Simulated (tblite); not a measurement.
Species: C9H12.
SMILES with atom numbers: `[CH:1]#[C:2][CH:3]=[C:4]1[CH2:5][CH2:6][CH2:7][CH2:8][CH2:9]1` (hydrogens: H10 on C1; H11 on C3; H12, H13 on C5; H14, H15 on C6; H16, H17 on C7; H18, H19 on C8; H20, H21 on C9)

Computed with GFN2-xTB (tblite), gas phase: L-BFGS steps from a force-field or distance-geometry start until the largest atomic force falls under 0.01 eV/Å.

Step 8: E = -688.9313 eV
```
atom  x, y, z in Å  |  force x, y, z in eV/Å
C1      3.9295    0.0931   -0.8912   -0.082  -0.020   0.017
C2      2.8635   -0.4503   -0.7768    0.065   0.125  -0.001
C3      1.6252   -1.1102   -0.6696    0.031  -0.052  -0.007
C4      0.5469   -0.6224   -0.0539   -0.014  -0.014   0.019
C5      0.4934    0.7186    0.6088   -0.003  -0.014   0.002
C6     -0.6719    1.5430    0.0540    0.012  -0.001  -0.009
C7     -1.9909    0.7817    0.1557    0.022   0.013  -0.018
C8     -1.8967   -0.5791   -0.5268    0.001   0.024  -0.003
C9     -0.7298   -1.3984    0.0292   -0.023  -0.025  -0.011
H10     4.8541    0.5774   -0.9816    0.049   0.005  -0.009
H11     1.5978   -2.0946   -1.1202   -0.018  -0.031  -0.035
H12     1.4344    1.2525    0.4646   -0.007  -0.015   0.019
H13     0.3398    0.5691    1.6821    0.014   0.023   0.022
H14    -0.4673    1.7864   -0.9908   -0.016  -0.016  -0.018
H15    -0.7469    2.4791    0.6103    0.006   0.040  -0.029
H16    -2.7838    1.3683   -0.3159   -0.003  -0.014   0.063
H17    -2.2521    0.6442    1.2079    0.014  -0.007   0.006
H18    -1.7518   -0.4386   -1.6001    0.001   0.014  -0.013
H19    -2.8279   -1.1295   -0.3779   -0.019  -0.006  -0.051
H20    -0.9309   -1.6373    1.0778   -0.019  -0.004   0.021
H21    -0.6435   -2.3360   -0.5239   -0.011  -0.025   0.035
```

Step 9: E = -688.9322 eV
```
atom  x, y, z in Å  |  force x, y, z in eV/Å
C1      3.9292    0.0942   -0.8909   -0.043  -0.002   0.012
C2      2.8617   -0.4457   -0.7751    0.033   0.065  -0.009
C3      1.6253   -1.1114   -0.6689    0.009  -0.009  -0.005
C4      0.5456   -0.6221   -0.0553    0.015  -0.043   0.042
C5      0.4932    0.7184    0.6095   -0.001  -0.022  -0.010
C6     -0.6714    1.5436    0.0532    0.011  -0.015   0.000
C7     -1.9902    0.7813    0.1561    0.019   0.016  -0.009
C8     -1.8967   -0.5793   -0.5275    0.000   0.028   0.001
C9     -0.7304   -1.3989    0.0298   -0.024  -0.015  -0.012
H10     4.8554    0.5767   -0.9821    0.022   0.000  -0.004
H11     1.5973   -2.0958   -1.1218   -0.004   0.004  -0.018
H12     1.4355    1.2498    0.4636   -0.014  -0.006   0.031
H13     0.3391    0.5691    1.6838    0.020   0.027  -0.014
H14    -0.4679    1.7849   -0.9929   -0.014  -0.014   0.006
H15    -0.7461    2.4800    0.6097    0.005   0.030  -0.044
H16    -2.7837    1.3679   -0.3139   -0.010  -0.010   0.054
H17    -2.2510    0.6435    1.2086    0.021  -0.008  -0.001
H18    -1.7509   -0.4370   -1.6007    0.001   0.006  -0.004
H19    -2.8282   -1.1297   -0.3795   -0.014   0.000  -0.053
H20    -0.9324   -1.6363    1.0794   -0.011  -0.003  -0.004
H21    -0.6423   -2.3363   -0.5232   -0.020  -0.030   0.041
```

Q: Estimate the geometry and energy of step 10. (The exact step hangs on the optimiser's Hessian estimate; all steps are aligned on step 9, rigid shifts and turns removed.)

A: E = -688.9329 eV, largest force 0.077 eV/Å
```
atom  x, y, z in Å  |  force x, y, z in eV/Å
C1      3.9290    0.0953   -0.8905    0.006   0.020   0.006
C2      2.8606   -0.4418   -0.7743   -0.013   0.005  -0.011
C3      1.6258   -1.1125   -0.6686   -0.009   0.026  -0.001
C4      0.5452   -0.6228   -0.0556    0.028  -0.054   0.047
C5      0.4930    0.7179    0.6098    0.001  -0.022  -0.012
C6     -0.6709    1.5439    0.0526    0.007  -0.018   0.003
C7     -1.9894    0.7813    0.1563    0.010   0.009   0.006
C8     -1.8967   -0.5791   -0.5280    0.000   0.018  -0.002
C9     -0.7312   -1.3995    0.0301   -0.016  -0.006  -0.005
H10     4.8567    0.5763   -0.9825   -0.003  -0.005   0.000
H11     1.5969   -2.0968   -1.1234    0.011   0.031  -0.005
H12     1.4358    1.2483    0.4637   -0.012  -0.002   0.032
H13     0.3391    0.5697    1.6848    0.018   0.024  -0.032
H14    -0.4685    1.7837   -0.9943   -0.008  -0.013   0.015
H15    -0.7455    2.4813    0.6085    0.007   0.017  -0.052
H16    -2.7839    1.3675   -0.3114   -0.016   0.000   0.041
H17    -2.2500    0.6430    1.2089    0.028  -0.010  -0.001
H18    -1.7505   -0.4359   -1.6012    0.004   0.003   0.001
H19    -2.8287   -1.1297   -0.3817   -0.007   0.009  -0.049
H20    -0.9335   -1.6359    1.0803   -0.009   0.000  -0.019
H21    -0.6422   -2.3373   -0.5219   -0.026  -0.032   0.039
```

The energy changes by -0.0006 eV. The first-order estimate −F·Δx gives -0.0009 eV and the mean of the old and new forces, exact on a quadratic surface, -0.0006 eV. The step makes an angle of 51° with the force vector and moves no atom by more than 0.004 Å.

What follows is the cost of the whole relaxation. On one thread, Arm Neoverse V1 (aarch64), no GPU (shared host), this took 0.24 s.
